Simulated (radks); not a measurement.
Task: Species: neutral chromium. Configuration: [Ar] 3d5 4s1. Calculated with a radial shooting solver on a logarithmic mesh with Libxc functionals: Dirac Kohn-Sham, exchange-only PBE, spin-unpolarised, spherical densities, finite nucleus; open shells fill j = l - 1/2 first; Fermi nuclear charge, rms radius 3.6452 fm. Some entries of the table are withheld. Estimate them.

orbital  occ.  eigenvalue (Ry)  <r^2> (bohr^2)
1s1/2       2        -432.1738             (1)
2s1/2       2              (2)          0.1015
2p1/2       2        -41.57696         0.08200
2p3/2       4        -40.94101         0.08370
3s1/2       2              (3)          0.9402
3p1/2       2         -3.33073           1.090
3p3/2       4         -3.25574           1.111
4s1/2       1         -0.25757           14.70
3d3/2       4         -0.16612             (4)
3d5/2       1         -0.16051             (5)

Result: 
(1) 1s1/2 <r^2> (bohr^2): 0.005431
(2) 2s1/2 eigenvalue (Ry): -48.96765
(3) 3s1/2 eigenvalue (Ry): -5.37557
(4) 3d3/2 <r^2> (bohr^2): 3.528
(5) 3d5/2 <r^2> (bohr^2): 3.604
